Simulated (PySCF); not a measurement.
Computed shifts of a molecule C4H5Br, HF/pcSseg-1 in PySCF, GIAO, gas phase, atoms alike by connectivity averaged where their shifts nearly agree, in ppm (number of nuclei): ¹³C: 226.3 (1), 108.4 (1), 86.9 (1), 27.2 (1). ¹H: 5.63 (2), 2.47 (3). References: ¹³C against TMS (σ = 192.6 ppm); ¹H against TMS (σ = 31.99 ppm), references at their B3LYP-D3(BJ)/def2-TZVP geometries, non-relativistic (without spin–orbit terms, shifts of atoms bonded to Cl or Br come out too high). Coordinates come from a B3LYP-D3(BJ)/def2-SVP optimisation. The values are those of a single conformer.

Question: Which structure fits?
A) C=CC(=C)Br
B) BrC1=CCC1
C) C=C=C(C)Br
D) C=C=CCBr

Answer: C, C=C=C(C)Br
